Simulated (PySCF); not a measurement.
Choosing a molecule for a target property.

Each SMILES stands for a single optimised conformer of the isolated species, non-relativistic unless stated; the electronic structure was computed with PySCF and density fitting.

Dipoles, sizes and rotational constants follow the conformer. The torsions of the flexible species, by atom-mapped SMILES:
- `[CH3:1][CH2:2][NH:3][CH:4]=[O:5]`: C1–C2–N3–C4 -91°, C2–N3–C4–O5 -3°
- `[CH2:1]=[C:2]([CH3:3])/[CH:4]=[CH:5]/[Cl:6]`: C1–C2–C4–C5 180°
- `[CH3:1][CH2:2][CH2:3][O:4][C:5](=[O:6])[CH2:7][CH3:8]`: C1–C2–C3–O4 176°, C2–C3–O4–C5 86°, C3–O4–C5–O6 0°, O4–C5–C7–C8 -177°
- `[CH:1]#[C:2][Si@H:3]([CH3:4])[n:5]1[cH:6][n:7][c:8]([CH3:9])[cH:10]1`: C2–Si3–N5–C6 139°
- `[CH3:1][O:2][CH2:3][C:4](=[O:5])[OH:6]`: C1–O2–C3–C4 -75°, O2–C3–C4–O5 4°, H–O6–C4–C3 180°

(1) Wanted: vertical ionisation energy between 8.4 eV and 9.7 eV (ΔSCF wB97X-D/def2-SVPD) and HOMO–LUMO gap below 9.6 eV (wB97X-D/def2-SVPD), at PBE0-D3(BJ)/def2-SVP geometries. Which candidate meets both?
A. `CCNC=O`
B. `C=C(C)/C=C/Cl`
C. `CCCOC(=O)CC`
D. `C#C[Si@H](C)n1cnc(C)c1`
E. `C[Se]C#N`

(2) Wanted: smallest rotational constant between 0.7 GHz and 2.3 GHz (PBE0-D3(BJ)/def2-SVP) and HOMO energy above -9 eV (wB97X-D/def2-SVPD), at PBE0-D3(BJ)/def2-SVP geometries. Which candidate meets both?
A. `n1([Si@H](C#C)C)cc(C)nc1`
B. `CCNC=O`
C. `[Se](C#N)C`
D. `C=C(C)/C=C/Cl`
E. `CCCOC(=O)CC`
F. `C(C(O)=O)OC`

(3) Wanted: static isotropic polarisability above 60 au (wB97X-D/def2-SVPD) and lowest singlet excitation below 5.7 eV (TDDFT wB97X-D/def2-SVPD), at PBE0-D3(BJ)/def2-SVP geometries. Which candidate meets both?
A. `CCNC=O`
B. `[H][Si]([H])(C)[SiH3]`
C. `C#C[Si@H](C)n1cnc(C)c1`
D. `Cl/C=C/C(C)=C`
E. `C[Se]C#N`

(4) Wanted: lowest triplet excitation (Tamm–Dancoff) above 5 eV (TDA wB97X-D/def2-SVPD) and dipole moment below 3.8 D (wB97X-D/def2-SVPD), at PBE0-D3(BJ)/def2-SVP geometries. Which candidate meets both?
A. `[H][Si]([H])(C)[SiH3]`
B. `CCNC=O`
C. `Cc1cn(cn1)[Si@@H](C)C#C`
D. `C=C(C)/C=C/Cl`

Answers

(1) B. Computed values:
```
               species  vertical ionisation energy  HOMO–LUMO gap
C#C[Si@H](C)n1cnc(C)c1                     8.24 eV        9.42 eV
         C=C(C)/C=C/Cl                     8.63 eV        9.05 eV
              C[Se]C#N                     9.66 eV        9.79 eV
                CCNC=O                     9.81 eV       11.53 eV
           CCCOC(=O)CC                    10.23 eV       12.08 eV
```

(2) D. Computed values:
```csv
species,smallest rotational constant,HOMO energy
n1([Si@H](C#C)C)cc(C)nc1,0.562 GHz,-8.18 eV
CCCOC(=O)CC,0.826 GHz,-9.93 eV
C=C(C)/C=C/Cl,1.074 GHz,-8.46 eV
C(C(O)=O)OC,2.027 GHz,-9.63 eV
[Se](C#N)C,2.638 GHz,-9.20 eV
CCNC=O,2.915 GHz,-9.42 eV
```

(3) D. Computed values:
| species | static isotropic polarisability | lowest singlet excitation |
| --- | --- | --- |
| CCNC=O | 50.3 au | 5.78 eV |
| C[Se]C#N | 55.5 au | 4.69 eV |
| [H][Si]([H])(C)[SiH3] | 73.4 au | 7.20 eV |
| Cl/C=C/C(C)=C | 82.2 au | 5.54 eV |
| C#C[Si@H](C)n1cnc(C)c1 | 117.7 au | 5.93 eV |

(4) A. Computed values:
| species | lowest triplet excitation (Tamm–Dancoff) | dipole moment |
| --- | --- | --- |
| C=C(C)/C=C/Cl | 3.15 eV | 1.80 D |
| Cc1cn(cn1)[Si@@H](C)C#C | 4.35 eV | 3.72 D |
| CCNC=O | 5.30 eV | 3.96 D |
| [H][Si]([H])(C)[SiH3] | 6.41 eV | 0.87 D |
